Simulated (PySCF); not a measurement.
# Correlation energy of O⁺ (oxygen, charge +1)

[He] 2s2 2p2 3s1, high-spin 4P determinant (an excited configuration). All numbers are calculated (PySCF 2.14, scalar relativity by spin-free X2C-1e, in x2c-QZVPPall with one added diffuse shell each of s, p, d, f type (8s5p4d3f1g, 73 functions)). Frozen: nothing; 7 electrons correlated.

```tsv
level	correlation energy (mhartree)
CCSD	-135.22
(T)	-2.77
CCSD(T)	-137.99
```

Diagnostics: T1 = 0.0069, D1 = 0.0225, largest double amplitude 0.114.

The outer electron is Rydberg-like, and this basis confines it to a smaller radius and binds it less than a complete one would.

Cost of the coupled-cluster step: roughly 17 core-seconds, for 7 correlated electrons.

This basis was not built for core-valence correlation, so the inner-shell part is incomplete.
